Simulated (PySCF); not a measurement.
Sn(CF3)(H)3 (CH3F3Sn), SMILES F[C](F)(F)[SnH3].

Geometry: B3LYP-D3(BJ)/def2-SVP. The structure was generated by enumeration; whether it is a known compound was not checked. The def2 effective core potentials stand for the cores of Sn; spin–orbit coupling is left out.

Calculation: PBE/def2-TZVP in PySCF.

The molecule is in vacuum.

Question: Estimate the frontier levels, gap, dipole moment and polarisability. (An estimate is asked for; the answer gives what the named calculation found.)

Answer: 
The highest occupied level is -7.42 eV. The lowest empty level is -1.05 eV and the orbital gap comes out as 6.36 eV. The dipole moment is 1.98 D and the quadrupole, principal values (traceless, Buckingham form, about the centre of nuclear charge) is -0.90, 0.45, 0.45 D·Å. The mean static polarisability comes out as 56.4 bohr³ (8.35 Å³) and the polarisability, principal values comes out as 53.5, 53.5, 62.1 bohr³.
